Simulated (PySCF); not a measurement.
Zr(Cl)3(OH) (Cl3HOZr), SMILES [OH][Zr]([Cl])([Cl])[Cl], multiplicity 1. Heavy atoms are numbered as in [Zr:1]([Cl:2])([Cl:3])([Cl:4])[OH:5]. Hydrogens are named by the atom that carries them.

Coordinates come from a PBE0-D3(BJ)/def2-SVP optimisation. The spin state was assumed, not searched. The isomer is the one that the SMILES or the coordinates give; other isomers of the formula were not compared. The def2 effective core potentials stand for the cores of Zr; spin–orbit coupling is left out. The values are those of a single conformer.

These are PBE/def2-TZVP run with PySCF values and carry that method's errors.

ESP charges are fitted to the potential on shells at 1.4 to 2.0 van der Waals radii. Atomic charges (e), one atom of each kind:

```tsv
atom	Mulliken	ESP fit
Zr1	1.33	___
Cl2	-0.34	___
O5 (OH)	-0.64	___
H on O5	0.34	___
```

Problem. Fill in the missing entries. (The exact figures need the calculation; the answer reports its results.)

Solution. 
- Zr1, ESP fit: 0.66
- Cl2, ESP fit: -0.18
- O5 (OH), ESP fit: -0.53
- H on O5, ESP fit: 0.42
